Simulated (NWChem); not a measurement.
System: HS₂, doublet; SMILES [S]S

Output (shortened):

```
             Northwest Computational Chemistry Package (NWChem) 7.3.0
             --------------------------------------------------------

                             Geometry "geometry" -> ""
                             -------------------------

 Output coordinates in angstroms (scale by  1.889725989 to convert to a.u.)

  No.       Tag          Charge          X              Y              Z
 ---- ---------------- ---------- -------------- -------------- --------------
    1 S                   16.0000     0.02986900    -1.05207400     0.00000000
    2 S                   16.0000     0.06744000     0.94359500     0.00000000
    3 H                    1.0000    -1.27556300     1.27402700     0.00000000

 Effective nuclear repulsion energy (a.u.)      77.1657116534

                                 NWChem DFT Module
                                 -----------------

 Summary of "ao basis" -> "ao basis" (spherical)
 ------------------------------------------------------------------------------
       Tag                 Description            Shells   Functions and Types
 ---------------- ------------------------------  ------  ---------------------
 S                           6-31g*                  8       18   4s3p1d
 H                           6-31g*                  2        2   2s

 in cosmo_initialize ...
 calling solv_data for solv:toluene

 solvent parameters
 solvname_short: toluene
 solvname_long:  toluene
 dielec:        2.3741
 dielecinf:     2.2383
 nonaqueous SMD model solvent descriptors
 dielec:        2.3741
 sola:          0.0000
 solb:          0.1400
 solc:          0.8570
 solg:         40.2000
 solh:          0.0000
 soln:          1.4961

          ---------------
          -cosmo- solvent
          ---------------
 Cosmo: York-Karplus, doi: 10.1021/jp992097l
 dielectric constant -eps-     =   2.37
 screen = (eps-1)/(eps    )    =   0.57879
 surface charge correction     = lagrangian

   van der Waals surface
 --------------------------

 ---------- ATOMIC COORDINATES (A.U.) ------------ VDWR(ANG.) --
     1    0.05644423   -1.98813158    0.00000000     2.490
     2    0.12744312    1.78313599    0.00000000     2.490
     3   -2.41046455    2.40756193    0.00000000     1.200
 number of segments per atom =        128
 number of   points per atom =        128
 atom (   nspa,  nppa )
 ----------------------
    1 (     92,     0 )       0
    2 (     92,     0 )       0
    3 (     24,     0 )       0
 number of -cosmo- surface points =      208
 molecular surface =    111.946 angstrom**2
 molecular volume  =    103.397 angstrom**3
 -lineq- algorithm             =   0
 -bem- low  level              =   3
 -bem- from -octahedral-
 gaussian surface charge width =   4.50000
 degree of switching           =   1.00000
 switching function tolerance  =   0.00010
 atomic radii =
 --------------
    1 16.000  2.490
    2 16.000  2.490
    3  1.000  1.200
 ...... end of -cosmo- initialization ......

 nat:                     3
 ixmem:                   608
 calling mnsol_interface()
 G(SMD-CDS) energy (kcal/mol)  =    -2.895
 SMD-CDS SASA (angstrom**2)    =    93.566

            General Information
            -------------------
          SCF calculation type: DFT
          Wavefunction type:  spin polarized.
          No. of atoms     :     3
          No. of electrons :    33
           Alpha electrons :    17
            Beta electrons :    16
          Charge           :     0
          Spin multiplicity:     2
          Use of symmetry is: off; symmetry adaption is: off
          Maximum number of iterations: 150
          AO basis - number of functions:    38
                     number of shells:    18
          Convergence on energy requested:  1.00D-06
          Convergence on density requested:  1.00D-05
          Convergence on gradient requested:  5.00D-04

              XC Information
              --------------
                       M05-2X Method XC Functional
                     Hartree-Fock (Exact) Exchange  0.560
                M05-2X metaGGA Exchange Functional  0.440
                      M05-2X Correlation Potential  1.000

             Grid Information
             ----------------
          Grid used for XC integration:  medium
          Radial quadrature: Mura-Knowles
          Angular quadrature: Lebedev.
          Tag              B.-S. Rad. Rad. Pts. Rad. Cut. Ang. Pts.
          ---              ---------- --------- --------- ---------
          S                   1.00       88           8.0       590
          H                   0.35       45           8.0       434
          Grid pruning is: on
          Number of quadrature shells:   221
          Spatial weights used:  Erf1

      Superposition of Atomic Density Guess
      -------------------------------------

 Sum of atomic energies:        -795.40959445

      Non-variational initial energy
      ------------------------------

 Total energy =    -795.654660
 1-e energy   =   -1253.129949
 2-e energy   =     380.309578
 HOMO         =      -0.206149
 LUMO         =       0.028823

[...]

                                COSMO-SMD solvation results
                                ---------------------------

             internal energy in gas <Psi(g)|H|Psi(g)> =      -796.887094479270
         internal energy in solvent <Psi(s)|H|Psi(s)> =      -796.886831766216
                               delta internal energy  =         0.000262713054 (    0.16 kcal/mol)
   total free energy in solvent <Psi(s)|H+V/2|Psi(s)> =      -796.889150480205
 polarization energy contribution <Psi(s)|V/2|Psi(s)> =        -0.002318713990 (   -1.46 kcal/mol)
    total free energy in solvent including G(SMD-CDS) =      -796.893763841974
                       G(SMD-CDS) energy contribution =        -0.004613361769 (   -2.89 kcal/mol)
     1 M fixed-concentration free energy of solvation =        -0.006669362704 (   -4.19 kcal/mol)

                    DFT Final Alpha Molecular Orbital Analysis
                    ------------------------------------------

 Vector   15  Occ=1.000000D+00  E=-4.328963D-01
              MO Center=  4.4D-02,  3.6D-02, -4.0D-08, r^2= 2.2D+00
   Bfn.  Coefficient  Atom+Function         Bfn.  Coefficient  Atom+Function
  ----- ------------  ---------------      ----- ------------  ---------------
    27      0.518163  2 S  pz                 9      0.474505  1 S  pz
    31      0.249704  2 S  pz                13      0.212476  1 S  pz
    23     -0.195004  2 S  pz                 5     -0.178626  1 S  pz
    15      0.039820  1 S  d -1              33     -0.034429  2 S  d -1

 Vector   16  Occ=1.000000D+00  E=-3.188770D-01
              MO Center= -2.4D-02, -7.4D-01, -9.5D-09, r^2= 2.2D+00
   Bfn.  Coefficient  Atom+Function         Bfn.  Coefficient  Atom+Function
  ----- ------------  ---------------      ----- ------------  ---------------
     7      0.673010  1 S  px                11      0.408624  1 S  px
     3     -0.251905  1 S  px                38      0.209426  3 H  s
    25     -0.171604  2 S  px                28     -0.169161  2 S  s
    37      0.131775  3 H  s                 24     -0.099908  2 S  s
    26     -0.084284  2 S  py                21      0.062512  2 S  px

 Vector   17  Occ=1.000000D+00  E=-3.071356D-01
              MO Center=  4.1D-02, -1.4D-01,  3.6D-09, r^2= 2.6D+00
   Bfn.  Coefficient  Atom+Function         Bfn.  Coefficient  Atom+Function
  ----- ------------  ---------------      ----- ------------  ---------------
     9      0.574818  1 S  pz                27     -0.528929  2 S  pz
    13      0.358211  1 S  pz                31     -0.340624  2 S  pz
     5     -0.210427  1 S  pz                23      0.193317  2 S  pz
    33     -0.028020  2 S  d -1

 Vector   18  Occ=0.000000D+00  E= 1.462492D-02
              MO Center=  3.0D-02, -7.7D-02,  5.3D-10, r^2= 3.7D+00
   Bfn.  Coefficient  Atom+Function         Bfn.  Coefficient  Atom+Function
  ----- ------------  ---------------      ----- ------------  ---------------
    30      0.948744  2 S  py                12      0.938235  1 S  py
    28     -0.801071  2 S  s                 10      0.776193  1 S  s
     8      0.510665  1 S  py                26      0.443728  2 S  py
    24     -0.249075  2 S  s                  6      0.222902  1 S  s
     4     -0.182743  1 S  py                22     -0.161080  2 S  py

 Vector   19  Occ=0.000000D+00  E= 6.196832D-02
              MO Center= -5.2D-01,  1.0D+00, -7.5D-10, r^2= 2.9D+00
   Bfn.  Coefficient  Atom+Function         Bfn.  Coefficient  Atom+Function
  ----- ------------  ---------------      ----- ------------  ---------------
    38      1.482357  3 H  s                 29      0.976445  2 S  px
    28     -0.762753  2 S  s                 25      0.448471  2 S  px
    24     -0.289295  2 S  s                 11     -0.234257  1 S  px
    37      0.227880  3 H  s                 30     -0.190383  2 S  py
    10      0.182434  1 S  s                 21     -0.154857  2 S  px

 Vector   20  Occ=0.000000D+00  E= 3.024517D-01
              MO Center=  5.5D-02, -1.1D-01, -1.3D-08, r^2= 2.7D+00
   Bfn.  Coefficient  Atom+Function         Bfn.  Coefficient  Atom+Function
  ----- ------------  ---------------      ----- ------------  ---------------
     6      1.082784  1 S  s                 10     -0.924981  1 S  s
    28     -0.844592  2 S  s                 24      0.765650  2 S  s
    30      0.465530  2 S  py                26     -0.459916  2 S  py
    38      0.446742  3 H  s                 12     -0.395327  1 S  py
    25      0.240591  2 S  px                 8      0.221848  1 S  py

                     DFT Final Beta Molecular Orbital Analysis
                     -----------------------------------------

 Vector   14  Occ=1.000000D+00  E=-4.268276D-01
              MO Center=  1.7D-01,  1.1D-01,  1.6D-08, r^2= 2.6D+00
   Bfn.  Coefficient  Atom+Function         Bfn.  Coefficient  Atom+Function
  ----- ------------  ---------------      ----- ------------  ---------------
    26      0.474729  2 S  py                 8     -0.415146  1 S  py
    25      0.271785  2 S  px                10      0.207067  1 S  s
    30      0.191888  2 S  py                22     -0.178890  2 S  py
     4      0.160216  1 S  py                 6      0.160977  1 S  s
    24      0.152740  2 S  s                  7      0.147019  1 S  px

 Vector   15  Occ=1.000000D+00  E=-3.744808D-01
              MO Center=  4.6D-02,  3.5D-01, -2.5D-08, r^2= 2.1D+00
   Bfn.  Coefficient  Atom+Function         Bfn.  Coefficient  Atom+Function
  ----- ------------  ---------------      ----- ------------  ---------------
    27      0.567092  2 S  pz                 9      0.331409  1 S  pz
    31      0.328955  2 S  pz                23     -0.216919  2 S  pz
    13      0.184748  1 S  pz                 5     -0.131291  1 S  pz
    15      0.053224  1 S  d -1              33     -0.046193  2 S  d -1

 Vector   16  Occ=1.000000D+00  E=-3.070885D-01
              MO Center= -2.2D-02, -7.4D-01,  1.5D-08, r^2= 2.2D+00
   Bfn.  Coefficient  Atom+Function         Bfn.  Coefficient  Atom+Function
  ----- ------------  ---------------      ----- ------------  ---------------
     7      0.664263  1 S  px                11      0.418885  1 S  px
     3     -0.249788  1 S  px                38      0.211753  3 H  s
    28     -0.168668  2 S  s                 25     -0.165344  2 S  px
    37      0.130428  3 H  s                 24     -0.101410  2 S  s
    26     -0.088736  2 S  py                21      0.060205  2 S  px

 Vector   17  Occ=0.000000D+00  E=-1.079167D-01
              MO Center=  3.6D-02, -4.6D-01, -8.4D-09, r^2= 2.7D+00
   Bfn.  Coefficient  Atom+Function         Bfn.  Coefficient  Atom+Function
  ----- ------------  ---------------      ----- ------------  ---------------
     9      0.552785  1 S  pz                13      0.499533  1 S  pz
    27     -0.402451  2 S  pz                31     -0.352888  2 S  pz
     5     -0.215266  1 S  pz                23      0.150716  2 S  pz
    33     -0.039130  2 S  d -1

 Vector   18  Occ=0.000000D+00  E= 2.533062D-02
              MO Center=  3.3D-02, -8.0D-02, -1.4D-09, r^2= 3.8D+00
   Bfn.  Coefficient  Atom+Function         Bfn.  Coefficient  Atom+Function
  ----- ------------  ---------------      ----- ------------  ---------------
    30      0.971864  2 S  py                12      0.962111  1 S  py
    28     -0.801149  2 S  s                 10      0.785610  1 S  s
     8      0.497859  1 S  py                26      0.427294  2 S  py
    24     -0.256707  2 S  s                  6      0.237250  1 S  s
     4     -0.179717  1 S  py                22     -0.156199  2 S  py

 Vector   19  Occ=0.000000D+00  E= 6.598055D-02
              MO Center= -5.3D-01,  9.9D-01, -1.4D-10, r^2= 2.9D+00
   Bfn.  Coefficient  Atom+Function         Bfn.  Coefficient  Atom+Function
  ----- ------------  ---------------      ----- ------------  ---------------
    38      1.490523  3 H  s                 29      0.980805  2 S  px
    28     -0.780392  2 S  s                 25      0.447563  2 S  px
    24     -0.297935  2 S  s                 11     -0.238498  1 S  px
    37      0.222278  3 H  s                 30     -0.186524  2 S  py
    10      0.184793  1 S  s                 12      0.157933  1 S  py

   alpha - beta orbital overlaps
   -----------------------------

   alpha      1      2      3      4      5      6      7      8      9     10
    beta      1      2      3      4      5      7      6     10      8      9
 overlap   1.000  1.000  1.000  1.000  0.997  1.000  0.997  1.000  1.000  1.000

   alpha     11     12     13     14     15     16     17     18     19     20
    beta     11     12     13     14     15     16     17     18     19     20
 overlap   0.999  0.997  0.997  0.999  0.985  1.000  0.983  1.000  1.000  0.999

   alpha     21     22     23     24     25     26     27     28     29     30
    beta     21     22     23     24     26     25     27     29     28     30
 overlap   0.999  0.997  0.994  0.997  0.992  1.000  0.999  0.998  1.000  0.992

   alpha     31     32     33     34     35     36     37     38
    beta     31     33     34     32     36     35     37     38
 overlap   0.989  0.867  0.989  0.874  0.999  1.000  0.999  0.999

     --------------------------
     Expectation value of S2:
     --------------------------
      <S2> =      0.7537 (Exact =     0.7500)

     Multipole analysis of the density
     ---------------------------------

[...]
```

Level: M05-2X/6-31G* (spherical d), spin-unrestricted, SMD on the gas-phase geometry. In the optimisation the excess spin sits in a" (Cs, its own frame). All runs use the structure optimised with PBE-D3(BJ)/def2-SVP, spin-unrestricted. No stability test was run on the SCF state. Solvent: toluene.

Task: Which NWChem input produces such a log?

Result: This is not unique; one that fits is the input that was run:
```
start job
memory heap 200 mb stack 900 mb global 1100 mb
geometry units angstroms noautosym nocenter noautoz
  S      0.029869    -1.052074     0.000000
  S      0.067440     0.943595     0.000000
  H     -1.275563     1.274027     0.000000
end
basis spherical
  S library 6-31g*
  H library 6-31g*
end
dft
  odft
  mult 2
  xc m05-2x
  iterations 150
end
cosmo
  do_cosmo_smd true
  solvent toluene
end
task dft energy
```
